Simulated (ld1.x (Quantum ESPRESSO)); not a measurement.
Reading a pseudo-wave (technetium)

Columns: radius, all-electron u(r) and pseudo u(r) of the 4p shell (level -45.34 eV) of technetium in the configuration [Ar] 3d10 4s2 4p6 4d5 5s2 5p0; PBE, scalar-relativistic, TM scheme, ld1.x (Quantum ESPRESSO) 7.5.

| r (bohr) | all-electron | pseudo |
| --- | --- | --- |
| 0.078 | 0.3574 | 0.0135 |
| 0.155 | 0.0026 | 0.0526 |
| 0.232 | -0.4215 | 0.1157 |
| 0.310 | -0.5554 | 0.2009 |
| 0.388 | -0.4250 | 0.3035 |
| 0.465 | -0.1584 | 0.4169 |
| 0.542 | 0.1467 | 0.5364 |
| 0.620 | 0.4341 | 0.6572 |
| 0.698 | 0.6703 | 0.7706 |
| 0.775 | 0.8442 | 0.8684 |
| 0.852 | 0.9610 | 0.9462 |
| 0.930 | 1.0278 | 1.0000 |
| 1.008 | 1.0518 | 1.0262 |
| 1.085 | 1.0432 | 1.0256 |
| 1.162 | 1.0111 | 1.0015 |
| 1.240 | 0.9619 | 0.9579 |
| 1.318 | 0.9020 | 0.9008 |
| 1.395 | 0.8370 | 0.8369 |
| 1.472 | 0.7698 | 0.7698 |
| 1.550 | 0.7019 | 0.7019 |
| 1.628 | 0.6360 | 0.6360 |
| 1.705 | 0.5741 | 0.5741 |
| 1.782 | 0.5160 | 0.5160 |
| 1.860 | 0.4615 | 0.4615 |
| 1.938 | 0.4114 | 0.4114 |
| 2.015 | 0.3664 | 0.3664 |

Q: How many radial nodes do the two functions have?

A: The all-electron 4p function has n − l − 1 = 2; the pseudo-wave has 0, since the states of the same l below it are removed with the core.

Q: At about which radius was the pseudo-wave matched?

A: 1.55 bohr. The columns agree to 0.0005 from 1.40 bohr on; several derivatives are matched, so the curves merge somewhat inside the radius.

Q: Is the pseudo-wave norm-conserving?

A: Yes: the TM scheme keeps the norm inside the radius equal to the all-electron one, which fixes the energy derivative of the logarithmic derivative at the level.
